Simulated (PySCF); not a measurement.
# Reading the logs of faulty runs: CGeH5NSi

All numbers below are calculated, not measured. The program is PySCF 2.14.0, an open-source quantum chemistry code, run on an isolated molecule that a program drew, which may never have been made. The molecule is CGeH5NSi (charge 0, singlet), drawn as the SMILES string `C=[SiH][Ge][NH2]`.

Each row is a Hartree-Fock (HF) and frozen-core CCSD(T) single point in the cc-pV(D+d)Z basis, meant for a local HF minimum. Run 1 is clean. Each other run has one planted mistake out of seven kinds, and not every kind appears here: one electron removed, one electron added, multiplicity raised by two, geometry at a saddle point, minimal basis STO-3G, one bond length entered in bohr, all coordinates scaled. The reference is restricted for singlets and unrestricted otherwise, and also for a bond in bohr. Adding or removing an electron swaps singlet and doublet. Electrons count all cores. HOMO and LUMO are orbital energies over both spins, the gradient is its largest component, and the lowest frequency (negative if imaginary) is given only where the gradient is small. Bond lengths are over the 8 bonds as drawn. T1 is the CCSD diagnostic: over 0.02 (restricted) or 0.045 (unrestricted) a single reference is doubtful. Germanium has the cc-pVDZ-PP basis, with a core potential (ECP10MDF) in place of its 10 inner electrons, and its 3s, 3p and 3d shells are frozen in CCSD(T).

Geometry of the clean run:
```xyz
9
CGeH5NSi, angstrom
C     1.0194    1.3197   -3.2093
Si    0.7788    1.2902   -1.5190
Ge   -1.2092    2.3702   -0.5336
N    -0.8241    1.9694    1.1927
H     0.3105    1.8077   -3.8713
H     1.8691    0.8665   -3.7099
H     1.8004    0.5994   -0.6884
H    -0.0324    1.4646    1.5449
H    -1.4346    2.2571    1.9351
```

| run | electrons | basis functions | <S^2> | HOMO (eV) | LUMO (eV) | gradient (hartree/bohr) | lowest frequency (cm^-1) | mean bond (Å) | longest bond (Å) | T1 | HF (hartree) | CCSD(T) (hartree) | mistake |
|---|---|---|---|---|---|---|---|---|---|---|---|---|---|
| 1 | 64 | 99 | 0.000 | -8.17 | 0.80 | 1.5e-05 | 60 | 1.4566 | 2.468 | 0.0190 | -677.49523 | -678.05124 | no fault |
| 2 | 65 | 99 | 0.922 | -0.55 | 7.14 | 4.4e-02 | - | 1.4566 | 2.468 | 0.0320 | -677.49247 | -678.04855 | one electron added |
| 3 | 64 | 99 | 2.038 | -6.18 | 0.36 | 1.1e-01 | - | 1.4566 | 2.468 | 0.0204 | -677.44913 | -677.96513 | ? |
| 4 | 63 | 99 | 0.757 | -13.57 | -5.98 | 6.6e-02 | - | 1.4566 | 2.468 | 0.0231 | -677.24886 | -677.75674 | ? |

**Which mistake was planted in run 3, and what did it cost?**

Electrons, basis and geometry are unchanged, and <S^2> is 2.038, beside S(S+1) = 2.00 for a multiplicity of 3. So the mistake is: multiplicity raised by two. Subtracting run 1 and multiplying by 627.51 kcal/mol a hartree, the energy moved by 28.9 kcal/mol in HF and 54.0 kcal/mol in CCSD(T).

**Which mistake was planted in run 4, and what did it cost?**

It counts 63 electrons, one fewer than the clean run, at the same geometry and basis. So the mistake is: one electron removed. Subtracting run 1 and multiplying by 627.51 kcal/mol a hartree, the energy moved by 154.6 kcal/mol in HF and 184.8 kcal/mol in CCSD(T).

Cautions from the logs. Run 2: the added electron raises the CCSD(T) energy, so it isn't bound in this basis.
